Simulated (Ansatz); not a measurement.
Reaction (redistribution): `C[N](C)[InH][OH]` + `[Cl][Zn][Br]` → `[OH][InH][Br]` + `C[N](C)[Zn][Cl]`

Program: Ansatz. Geometries: PBE0-D4/def2-TZVP. ΔE: electronic, gas phase. CCSD(T)/CBS is the MP2 limit (def2-TZVPP, def2-QZVPP) plus CCSD(T) − MP2 in def2-TZVPP, frozen cores. Elements past krypton have def2 core potentials. For Br, In, Zn outer-core shells are correlated without core-valence functions, which leaves a few kJ/mol of doubt a bond. Scalar relativity is left out up to krypton. One conformer a species, not always the lowest.

`C[N](C)[InH][OH]`:

```xyz
13

C    -0.582   -0.922    0.931
N    -0.056   -0.251   -0.229
C    -0.134   -1.040   -1.427
In    0.696    1.598   -0.122
O     0.524    2.151    1.784
H    -1.642   -1.187    0.799
H    -0.039   -1.859    1.136
H    -0.502   -0.288    1.816
H    -1.174   -1.312   -1.671
H     0.428   -1.982   -1.334
H     0.272   -0.499   -2.286
H     1.356    2.558   -1.358
H     0.854    3.033    1.961
```

`[Cl][Zn][Br]`:

Cartesian coordinates in Å:
```
Cl -0.030 0.559 -2.057
Zn -0.001 0.012 -0.043
Br 0.030 -0.571 2.100
```

`[OH][InH][Br]`:

Cartesian coordinates in Å:
```
O -1.418 -0.334 -0.239
In 0.476 0.126 0.065
Br 1.349 -1.204 1.933
H -1.816 0.157 -0.962
H 1.410 1.255 -0.798
```

`C[N](C)[Zn][Cl]`:

```xyz
11

C     0.324   -1.141    0.632
N    -0.095   -0.016   -0.159
C     0.317    1.243    0.402
Zn   -1.041   -0.166   -1.683
Cl   -2.138   -0.340   -3.456
H    -0.092   -1.100    1.652
H     1.420   -1.183    0.733
H     0.002   -2.087    0.188
H    -0.099    1.395    1.411
H    -0.010    2.084   -0.214
H     1.413    1.310    0.493
```

| species | MP2/def2-SVP energy (Eh) |
| --- | --- |
| `C[N](C)[InH][OH]` | -399.47653 |
| `[Cl][Zn][Br]` | -4809.79361 |
| `[OH][InH][Br]` | -2837.83850 |
| `C[N](C)[Zn][Cl]` | -2371.42547 |

Task: Work out ΔE.

Result: ΔE = (-2837.83850) + (-2371.42547) − (-399.47653) − (-4809.79361) = 0.00617 Eh = +16.2 kJ/mol. CCSD(T)/CBS gives +23.1 kJ/mol.

Task: What do rigid-rotor, harmonic-oscillator terms from PBE0-D4/def2-TZVP frequencies (298.15 K, 1 bar) make of the CCSD(T)/CBS value? (Estimate.)

Result: Computed: ΔZPE = -1.0 kJ/mol, ΔH = +21.7 kJ/mol, ΔS = 19 J/(mol·K), ΔG = +16.2 kJ/mol.

Largest T1 diagnostic among the species: 0.016.

From BLYP to BHLYP (50 % exact exchange), in def2-TZVPP and without D4, ΔE moves by +7.6 kJ/mol. Leaving LDA and LC-ωPBE aside and taking each functional with its dispersion term where it has one, the values, not all of them listed here, spread over 6.8 kJ/mol, from revPBE-D4 to BHLYP-D4.
